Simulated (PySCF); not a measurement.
## From a computed spectrum to the compound

A species of 5 atoms with charge -1 has these harmonic modes (PBE0, small Gaussian bases with core potentials, PySCF 2.14.0):

```
cm⁻¹  km/mol  symmetry
 496   461.1        t2
 496   461.1        t2
 496   461.1        t2
 520     0.0         e
 520     0.0         e
1276   982.1        t2
1276   982.1        t2
1276   982.1        t2
1392     0.0        a1
```

Problem. Which species is it, and in which structure?

Solution. [YbH4]− (singlet in the valence; each metal's 4f electrons, 13 of them, lie in its core potential, out of spins and levels):
```xyz
5

Yb    0.0000    0.0000    0.0000
H     1.1808    1.1808    1.1808
H    -1.1808   -1.1808    1.1808
H     1.1808   -1.1808   -1.1808
H    -1.1808    1.1808   -1.1808
```
Ideal gas at 298.15 K and 1 bar: S = 251.2 J/(mol K), Cp = 61.6 J/(mol K), H − H(0 K) = 12.9 kJ/mol (rigid rotor, harmonic modes, spin degeneracy alone, that of the 4f electrons in the core included). An lcecp potential fixes the number of 4f electrons, so in runs with it no electron can move into or out of that shell.
 Other answers can fit too; this one was computed.
